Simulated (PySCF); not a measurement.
Compounds:

A. `N#C[C@@H]1CO[SiH2]CC1=O`
B. `InChI=1S/C7H5ClFP/c8-6-1-3-7(4-2-6)10-5-9/h1-5H`
C. `[SiH3][SiH2][C@H]1C=C(Cl)C1`

Spectrum 1. 13C{1H} NMR (computed): δ 209.1 (CH), 147.8 (C), 140.6 (CH), 137.9 (C), 134.7 (CH).

Spectrum 2. 13C{1H} NMR (computed): δ 143.4 (CH), 140.9 (C), 43.2 (CH2), 24.5 (CH).

Spectrum 3. 13C{1H} NMR (computed): δ 204.4 (C), 124.4 (C), 74.6 (CH2), 49.3 (CH), 36.4 (CH2).

PySCF 2.14.0 with density-fitted response routines calculation with GFN2-xTB structure and σ from GIAO-PBE0/pcSseg-1; rapidly exchanging positions averaged, single conformer, non-relativistic, isolated molecule.

Shifts are taken against calculated references (same method and geometry level): 13C vs TMS. Splittings of carbon signals by F and P are missing where no couplings were computed. Shifts are as computed. Against solution values, carbons near 30 ppm lie about +3 ppm off and those near 130 ppm about +5 ppm; carbons on Cl a further +6 ppm. Of 1211 compounds with measured shifts, 218 miss one by over three times the rms of a fit or turn the order of signals round; such compounds aren't used in these exercises. Carbons bonded to Cl come out too deshielded.

Problem. Which spectrum belongs to which compound?

Solution. 1–B, 2–C, 3–A.

- Spectrum 1 (B): 5 13C signals; δC 134.7 is an aromatic CH; δC 209.1 is a carbon double-bonded to a heavier main-group atom.
- Spectrum 2 (C): 4 13C signals; δC 143.4 is an alkene CH; δC 140.9 is a fully substituted alkene carbon.
- Spectrum 3 (A): 5 13C signals; δC 204.4 is a ketone carbonyl carbon; δC 124.4 is a nitrile carbon.
